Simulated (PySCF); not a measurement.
Isomers of C8H12Si, from PBE0-D3(BJ)/def2-SVP geometry optimisation, gas phase (PySCF). One conformer each, no zero-point energy, no frequencies.

Task: Which is lowest in electronic energy at this level?
A. `[SiH3:1][CH2:2][C:3]1=[CH:4][CH:5]=[CH:6][C:7]12[CH2:8][CH2:9]2` with Si1–C2–C3–C4 79°: A = 2117, B = 1082, C = 831.4 MHz, dipole 1.25 D
B. `[SiH3:1][CH2:2][C@H:3]1[C@H:4]2[CH:5]=[CH:6][C@@H:7]1[CH:8]=[CH:9]2` with Si1–C2–C3–C4 64°: A = 2898, B = 936.3, C = 906.0 MHz, dipole 0.85 D
C. `[CH2:1]=[CH:2][Si:3]([CH:4]=[CH2:5])([CH:6]=[CH2:7])[CH:8]=[CH2:9]` with C1–C2–Si3–C4 134°, C2–Si3–C4–C5 -142°, C2–Si3–C6–C7 -132°, C2–Si3–C8–C9 -130°: A = 1361, B = 1041, C = 1033 MHz, dipole 0.23 D
D. `[CH2:1]=[CH:2]/[CH:3]=[CH:4]/[CH:5]=[CH:6]/[CH:7]=[CH:8]/[SiH3:9]` with C1–C2–C3–C4 180°, C3–C4–C5–C6 180°, C5–C6–C7–C8 180°: A = 13176, B = 290.9, C = 285.6 MHz, dipole 1.47 D

Result: A. That is `[SiH3]CC1=CC=CC12CC2`, 9.6 kcal/mol below the next.

| SMILES | mapped SMILES | E (Eh) | relative (kcal/mol) | relative (kJ/mol) | dipole (D) |
| --- | --- | --- | --- | --- | --- |
| [SiH3]CC1=CC=CC12CC2 | [SiH3:1][CH2:2][C:3]1=[CH:4][CH:5]=[CH:6][C:7]12[CH2:8][CH2:9]2 | -600.71441 | 0.0 | 0.0 | 1.25 |
| [SiH3]C[C@H]1[C@H]2C=C[C@@H]1C=C2 | [SiH3:1][CH2:2][C@H:3]1[C@H:4]2[CH:5]=[CH:6][C@@H:7]1[CH:8]=[CH:9]2 | -600.69909 | 9.6 | 40.2 | 0.85 |
| C=C/C=C/C=C/C=C/[SiH3] | [CH2:1]=[CH:2]/[CH:3]=[CH:4]/[CH:5]=[CH:6]/[CH:7]=[CH:8]/[SiH3:9] | -600.68990 | 15.4 | 64.3 | 1.47 |
| C=C[Si](C=C)(C=C)C=C | [CH2:1]=[CH:2][Si:3]([CH:4]=[CH2:5])([CH:6]=[CH2:7])[CH:8]=[CH2:9] | -600.67721 | 23.3 | 97.7 | 0.23 |

As drawn, the lowest has a three-membered ring and a quaternary carbon, which the highest lacks.
